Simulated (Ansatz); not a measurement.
ClH5N2Si, SMILES `N[SiH](N)Cl` at its PBE0-D4/def2-TZVP geometry, where that method's forces vanish. Total charge 0; spin multiplicity 1.

```xyz
9

N     0.6816   -0.7950   -1.0033
Si    0.3373    0.3140    0.2368
N    -1.3498    0.4139    0.3923
Cl    1.3805   -0.4264    1.8679
H     1.5537   -1.2948   -1.0270
H     0.2596   -0.7022   -1.9122
H     0.8124    1.7103    0.0975
H    -1.7706    1.2016    0.8574
H    -1.9048   -0.4213    0.4905
```

(1) What forces (eV/Å) does r2SCAN-D4/def2-TZVPP give on these atoms in Ansatz? (Best estimate.)

Results:

(1) Ansatz gave: 
```
N1  -0.026 -0.015  0.028
Si2  0.023  0.071 -0.015
N3   0.010  0.019 -0.049
Cl4  0.044 -0.030  0.059
H5   0.012 -0.009 -0.033
H6   0.016 -0.011 -0.030
H7  -0.020 -0.019  0.000
H8  -0.031 -0.005  0.019
H9  -0.029 -0.002  0.020
```
